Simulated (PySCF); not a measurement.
## C₆ coefficients of unlike pairs at TPSS

Calculated with PySCF 2.14 from the dipole response of each species, C₆(A,B) = (3/π) ∫ α_A(iu) α_B(iu) du, in atomic units, from isotropic polarisabilities. For ions this is the dispersion term alone; charge-induced terms of lower order in 1/R come first.

```
species           configuration                                                                           basis      relativity  α (bohr³)  C₆ (like pair)
     Te  [Kr] 4d10 5s2 5p4 (3P)                                           aug-cc-pVDZ-PP with ECP28MDF (5s4p3d)  core potential      39.10           429.4
     Ti       [Ar] 3d2 4s2 (3F)  x2c-TZVPPall with one added diffuse shell each of s, p, d, f type (7s6p5d3f1g)   spin-free X2C      113.0            1358
    Sn+  [Kr] 4d10 5s2 5p1 (2P)                                         aug-cc-pVTZ-PP with ECP28MDF (6s5p4d2f)  core potential      27.45           207.1
```

Estimate C₆ for Sn+ with Te.

The integral gives 297.8. The combination rule 2 C_A C_B / (C_A α_B/α_A + C_B α_A/α_B) gives 298.2 and the geometric mean 298.2.

No spin-orbit coupling is included.

The other pairs:

| pair | C₆ |
| --- | --- |
| Sn+, Ti | 484.0 |
| Ti, Te | 695.1 |
